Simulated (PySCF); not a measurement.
PySCF input for diethyl ether (C4H10O), SMILES CCOCC, TDDFT-CAM-B3LYP/def2-SVPD. Geometry optimised at PBE0-D3(BJ)/def2-SVP. The values are those of a single conformer.

```python
import numpy as np
from pyscf import gto, scf, dft, tdscf

mol = gto.M(
    atom='''
    C     2.29405376    0.42314314   -0.14089684
    C     0.80617843    0.67025382   -0.07097110
    O     0.17799722   -0.49713164    0.37866276
    C    -1.19901909   -0.38249380    0.60755097
    C    -2.03480941   -0.34533430   -0.66006735
    H     2.68443488    0.14540433    0.84929132
    H     2.51321388   -0.40110404   -0.83567962
    H     2.82359874    1.32253900   -0.48832785
    H     0.58541592    1.51235650    0.61928882
    H     0.42733755    0.97448068   -1.06763545
    H    -1.41088499    0.51281350    1.22918087
    H    -1.47855142   -1.26214312    1.20901060
    H    -3.10730128   -0.35401974   -0.41230170
    H    -1.81772106   -1.22396078   -1.28630936
    H    -1.84194231    0.55727343   -1.25951390
    ''',
    basis='def2-SVPD',
    charge=0,
    spin=0,
    max_memory=1600,
    verbose=4,
)
mf = dft.RKS(mol, xc='cam-b3lyp').density_fit(auxbasis='def2-universal-jkfit')
mf.grids.level = 3
mf.conv_tol = 1e-9
mf.max_cycle = 100
mf.kernel()
mf.grids = dft.Grids(mol).set(level=1).build(with_non0tab=True)  # coarser grid for the response kernel
td = tdscf.TDDFT(mf)
td.singlet = True
td.nstates = 10
td.conv_tol = 1e-4
td.positive_eig_threshold = 1e-6
td.kernel(x0=td.get_init_guess(mf, 15))
td.analyze()
tt = tdscf.TDA(mf)
tt.singlet = False
tt.nstates = 4
tt.conv_tol = 1e-4
tt.positive_eig_threshold = 1e-6
tt.kernel(x0=tt.get_init_guess(mf, 9))
tt.analyze(verbose=3)
```

Log of the run:

```
PySCF version 2.14.0

[INPUT] verbose = 4
[INPUT] num. atoms = 15
[INPUT] num. electrons = 42
[INPUT] charge = 0
[INPUT] spin (= nelec alpha-beta = 2S) = 0
[INPUT] symmetry False subgroup None
[INPUT] Mole.unit = angstrom
[INPUT] Symbol           X                Y                Z      unit          X                Y                Z       unit  Magmom
[INPUT]  1 C      2.294053760000   0.423143140000  -0.140896840000 AA    4.335133321429   0.799624646088  -0.266256439417 Bohr   0.0
[INPUT]  2 C      0.806178430000   0.670253820000  -0.070971100000 AA    1.523456440232   1.266596153744  -0.134115941759 Bohr   0.0
[INPUT]  3 O      0.177997220000  -0.497131640000   0.378662760000 AA    0.336365996734  -0.939442647456   0.715568909972 Bohr   0.0
[INPUT]  4 C     -1.199019090000  -0.382493800000   0.607550970000 AA   -2.265817698225  -0.722808526344   1.148104940014 Bohr   0.0
[INPUT]  5 C     -2.034809410000  -0.345334300000  -0.660067350000 AA   -3.845232500588  -0.652587248418  -1.247346515267 Bohr   0.0
[INPUT]  6 H      2.684434880000   0.145404330000   0.849291320000 AA    5.072846722430   0.274774361026   1.604927994770 Bohr   0.0
[INPUT]  7 H      2.513213880000  -0.401104040000  -0.835679620000 AA    4.749285925656  -0.757976783057  -1.579205609681 Bohr   0.0
[INPUT]  8 H      2.823598740000   1.322539000000  -0.488327850000 AA    5.335828304267   2.499236499056  -0.922805895498 Bohr   0.0
[INPUT]  9 H      0.585415920000   1.512356500000   0.619288820000 AA    1.106275757760   2.857939587706   1.170286261805 Bohr   0.0
[INPUT] 10 H      0.427337550000   0.974480680000  -1.067635450000 AA    0.807550932243   1.841501598880  -2.017538601377 Bohr   0.0
[INPUT] 11 H     -1.410884990000   0.512813500000   1.229180870000 AA   -2.666186224360   0.969077067980   2.322815201855 Bohr   0.0
[INPUT] 12 H     -1.478551420000  -1.262143120000   1.209010600000 AA   -2.794057244887  -2.385104826804   2.284698915696 Bohr   0.0
[INPUT] 13 H     -3.107301280000  -0.354019740000  -0.412301700000 AA   -5.871948405710  -0.669000351290  -0.779137293693 Bohr   0.0
[INPUT] 14 H     -1.817721060000  -1.223960780000  -1.286309360000 AA   -3.434994974254  -2.312950661409  -2.430772401865 Bohr   0.0
[INPUT] 15 H     -1.841942310000   0.557273430000  -1.259513900000 AA   -3.480766503149   1.053094159197  -2.380136321083 Bohr   0.0

nuclear repulsion = 192.112197061732
number of shells = 81
number of NR pGTOs = 253
number of NR cGTOs = 183
basis = def2-SVPD
ecp = {}


[settings echo left out]
init E= -233.735066980273
  HOMO = -0.331869390073802  LUMO = 0.0205469992250258  gap/eV = 9.58974
cycle= 1 E= -233.3160862275  delta_E= 0.419  |g|= 0.557  |ddm|= 4.88
  HOMO = -0.213841402543173  LUMO = 0.053577832308028  gap/eV = 7.27685
cycle= 2 E= -233.289460212677  delta_E= 0.0266  |g|= 0.702  |ddm|=  1.1
  HOMO = -0.325863640302287  LUMO = 0.0525869247488751  gap/eV = 10.29816
cycle= 3 E= -233.378717114559  delta_E= -0.0893  |g|= 0.0584  |ddm|= 0.59
  HOMO = -0.321886482632405  LUMO = 0.0520905715057776  gap/eV = 10.17643
cycle= 4 E= -233.379293595301  delta_E= -0.000576  |g|= 0.0247  |ddm|= 0.0957
  HOMO = -0.323389848444052  LUMO = 0.0524707909024782  gap/eV = 10.22769
cycle= 5 E= -233.379440227126  delta_E= -0.000147  |g|= 0.00335  |ddm|= 0.0369
  HOMO = -0.323326971026348  LUMO = 0.0524537396364226  gap/eV = 10.22551
cycle= 6 E= -233.379442967472  delta_E= -2.74e-06  |g|= 0.000389  |ddm|= 0.00635
  HOMO = -0.323316975321716  LUMO = 0.0524629676363935  gap/eV = 10.22549
cycle= 7 E= -233.379443014877  delta_E= -4.74e-08  |g|= 0.000168  |ddm|= 0.00111
  HOMO = -0.323306794692918  LUMO = 0.0524637720421506  gap/eV = 10.22524
cycle= 8 E= -233.379443022074  delta_E= -7.2e-09  |g|= 4.91e-05  |ddm|= 0.000318
  HOMO = -0.323310096592919  LUMO = 0.0524631705905891  gap/eV = 10.22531
cycle= 9 E= -233.379443022715  delta_E= -6.41e-10  |g|= 7.4e-06  |ddm|= 9.5e-05
  HOMO = -0.323310802624994  LUMO = 0.0524634080122044  gap/eV = 10.22534
Extra cycle  E= -233.37944302273  delta_E= -1.51e-11  |g|= 5.28e-06  |ddm|= 2.55e-05
converged SCF energy = -233.37944302273
tot grids = 50624
Overwritten attributes  positive_eig_threshold  of <class 'pyscf.tdscf.rks.TDDFT'>


******** <class 'pyscf.tdscf.rks.TDDFT'> for <class 'pyscf.df.df_jk.DFRKS'> ********
nstates = 10 singlet
deg_eia_thresh = 1.000e-03
wfnsym = None
conv_tol = 0.0001
eigh lindep = 1e-12
eigh level_shift = 0
eigh max_cycle = 100


Excitation energies (eV)
[7.23729846 7.93805046 8.01323037 8.23386573 8.67494859 8.9181878
 9.06198136 9.26811518 9.34902679 9.39086037]

** Singlet excitation energies and oscillator strengths **
Excited State   1:      7.23730 eV    171.31 nm  f=0.0173
      21 -> 22        0.67390
      21 -> 24       -0.11305
Excited State   2:      7.93805 eV    156.19 nm  f=0.0080
      21 -> 23       -0.49378
      21 -> 24        0.43004
      21 -> 25       -0.19001
Excited State   3:      8.01323 eV    154.72 nm  f=0.0161
      21 -> 22        0.11761
      21 -> 23        0.43444
      21 -> 24        0.50146
      21 -> 27       -0.13388
Excited State   4:      8.23387 eV    150.58 nm  f=0.0539
      21 -> 23        0.16623
      21 -> 25       -0.63251
      21 -> 26        0.21082
Excited State   5:      8.67495 eV    142.92 nm  f=0.0055
      20 -> 22       -0.64577
      20 -> 23       -0.13137
      20 -> 24        0.16469
Excited State   6:      8.91819 eV    139.02 nm  f=0.0195
      21 -> 24        0.12743
      21 -> 25       -0.12975
      21 -> 26       -0.41648
      21 -> 27        0.34446
      21 -> 28       -0.16944
      21 -> 29        0.15428
      21 -> 31        0.27774
Excited State   7:      9.06198 eV    136.82 nm  f=0.0015
      21 -> 26        0.26109
      21 -> 27       -0.11838
      21 -> 28       -0.57908
      21 -> 31        0.17775
Excited State   8:      9.26812 eV    133.77 nm  f=0.0309
      18 -> 22       -0.11841
      19 -> 22       -0.31350
      20 -> 22        0.13734
      20 -> 23       -0.46633
      20 -> 24        0.11452
      20 -> 25       -0.13743
      21 -> 26       -0.11113
      21 -> 27       -0.22106
      21 -> 29       -0.11367
Excited State   9:      9.34903 eV    132.62 nm  f=0.0577
      20 -> 22       -0.11084
      20 -> 23        0.21174
      20 -> 24       -0.16729
      21 -> 25       -0.12790
      21 -> 26       -0.37102
      21 -> 27       -0.44532
Excited State  10:      9.39086 eV    132.03 nm  f=0.0166
      19 -> 22       -0.15132
      20 -> 22       -0.11171
      20 -> 23       -0.15596
      20 -> 24       -0.60094
      20 -> 27        0.10686
      21 -> 27        0.11630

** Transition electric dipole moments (AU) **
state          X           Y           Z        Dip. S.      Osc.
  1        -0.1933      0.0957      0.2261      0.0977      0.0173
  2         0.2014     -0.0167      0.0090      0.0409      0.0080
  3        -0.1143     -0.2488     -0.0834      0.0819      0.0161
  4        -0.0001      0.3782      0.3524      0.2672      0.0539
  5        -0.0238     -0.1502     -0.0527      0.0259      0.0055
  6         0.2540      0.0412     -0.1511      0.0890      0.0195
  7        -0.0700      0.0413      0.0098      0.0067      0.0015
  8         0.3058      0.0139      0.2055      0.1359      0.0309
  9         0.2806     -0.1525      0.3873      0.2520      0.0577
 10         0.0664      0.2570      0.0388      0.0720      0.0166

** Transition velocity dipole moments (imaginary part, AU) **
state          X           Y           Z        Dip. S.      Osc.
  1        -0.0514      0.0259      0.0614      0.0071      0.0178
  2         0.0567     -0.0041      0.0044      0.0033      0.0074
  3        -0.0377     -0.0710     -0.0274      0.0072      0.0163
  4         0.0026      0.1139      0.1116      0.0254      0.0560
  5        -0.0075     -0.0501     -0.0172      0.0029      0.0060
  6         0.0789      0.0121     -0.0550      0.0094      0.0191
  7        -0.0242      0.0138      0.0028      0.0008      0.0016
  8         0.1063      0.0055      0.0727      0.0166      0.0325
  9         0.0986     -0.0479      0.1388      0.0313      0.0607
 10         0.0217      0.0912      0.0077      0.0088      0.0171

** Transition magnetic dipole moments (imaginary part, AU) **
state          X           Y           Z
  1        -0.4794     -0.0829      0.2884
  2        -0.2376      0.1993      0.1359
  3         0.1827      0.7191      0.2050
  4         0.1333      0.1738      0.0842
  5        -0.6329      0.0238      0.0813
  6        -0.2571      0.1425     -0.0343
  7        -0.8162      0.0165      0.3374
  8        -0.6344     -0.2226      0.0706
  9        -0.1150      0.0097      0.1825
 10        -0.3000      0.3276      0.7725
Overwritten attributes  positive_eig_threshold  of <class 'pyscf.tdscf.rks.TDA'>


******** <class 'pyscf.tdscf.rks.TDA'> for <class 'pyscf.df.df_jk.DFRKS'> ********
nstates = 4 triplet
deg_eia_thresh = 1.000e-03
wfnsym = None
conv_tol = 0.0001
eigh lindep = 1e-12
eigh level_shift = 0
eigh max_cycle = 100


Excitation energies (eV)
[7.07768924 7.77933884 7.87789896 8.09157073]

** Triplet excitation energies and oscillator strengths **
Excited State   1:      7.07769 eV    175.18 nm  f=0.0000
Excited State   2:      7.77934 eV    159.38 nm  f=0.0000
Excited State   3:      7.87790 eV    157.38 nm  f=0.0000
Excited State   4:      8.09157 eV    153.23 nm  f=0.0000
```

The run converged.

Cost: about 9 core-minutes (a rough figure).
